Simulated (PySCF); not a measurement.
Input file for PySCF: R-B3LYP/LANL2DZ on CH8GeSi (SMILES C[SiH2][GeH3]), a point of a torsion scan.

```python
from pyscf import gto, scf, dft, mp
from pyscf.data.elements import chemcore

mol = gto.M(
    atom='''
    C    -1.57940293    0.69760103   -0.12872548
    Si   -0.33960319   -0.73054623    0.04529585
    Ge   -1.25493015   -2.68403717   -0.86114709
    H    -2.34009414    0.65183616    0.64602710
    H    -1.08669496    1.66140923   -0.04020789
    H    -2.08210775    0.66960547   -1.09207099
    H     0.89577881   -0.39425309   -0.67323390
    H    -0.00094784   -0.92151458    1.46018329
    H    -2.58655765   -3.10758001   -0.31078577
    H    -1.51256401   -2.64745856   -2.34022481
    H    -0.42243989   -3.92181381   -0.70064910
    ''',
    basis='lanl2dz',
    ecp={'Ge': 'lanl2dz', 'Si': 'lanl2dz'},
    charge=0, spin=0, verbose=3, max_memory=1800)
mf = dft.RKS(mol, xc='b3lyp')
mf.conv_tol = 1e-8
mf.max_cycle = 100
mf.kernel()
if not mf.converged:
    mf = mf.newton().run(mf.mo_coeff, mf.mo_occ)
```

### Question
Predict the final total energy.

### Answer
-50.5489 hartree.
